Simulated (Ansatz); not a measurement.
The same molecule with X = Ti, Zr, Hf. Ansatz, PBE0-D4/def2-TZVP geometries, multiplicity 1. Each molecule was computed in one conformer, which needn't be the lowest.

Elements past krypton have def2 core potentials. Scalar relativity is left out up to krypton.

| X | molecule | mean X–C bond length / Å | mean X–N bond length / Å | HOMO–LUMO gap (PBE/def2-TZVPP) / eV | HOMO energy (PBE0/def2-TZVPP) / eV | HOMO energy (ωB97M-V/def2-TZVPP) / eV |
| --- | --- | --- | --- | --- | --- | --- |
| Ti | `C[N](C)[Ti]1234([CH3])([CH3])[C@H]5[C@@H]1[C@@H]2[C@@H]3[C@H]54` | 2.306 | 1.890 | 2.90 | -6.21 | -8.38 |
| Zr | `C[N](C)[Zr]1234([CH3])([CH3])[C@H]5[C@@H]1[C@@H]2[C@@H]3[C@H]54` | 2.453 | 2.038 | 3.52 | -6.19 | -8.40 |

Q: Give the row for X = Hf, `C[N](C)[Hf]1234([CH3])([CH3])[C@H]5[C@@H]1[C@@H]2[C@@H]3[C@H]54`. (An estimate is asked.)

A: Computed: 
```json
{"X": "Hf", "molecule": "`C[N](C)[Hf]1234([CH3])([CH3])[C@H]5[C@@H]1[C@@H]2[C@@H]3[C@H]54`", "mean X–C bond length / Å": "2.456", "mean X–N bond length / Å": "2.036", "HOMO–LUMO gap (PBE/def2-TZVPP) / eV": "3.72", "HOMO energy (PBE0/def2-TZVPP) / eV": "-6.19", "HOMO energy (ωB97M-V/def2-TZVPP) / eV": "-8.41"}
```

From Ti to Hf the mean X–C bond length rises at each step, by 0.150 Å in all; the mean X–N bond length isn't monotonic: highest at Zr, lowest at Ti; the HOMO–LUMO gap (PBE/def2-TZVPP) rises at each step, by 0.82 eV in all; the HOMO energy (PBE0/def2-TZVPP) hardly changes; the HOMO energy (ωB97M-V/def2-TZVPP) hardly changes.
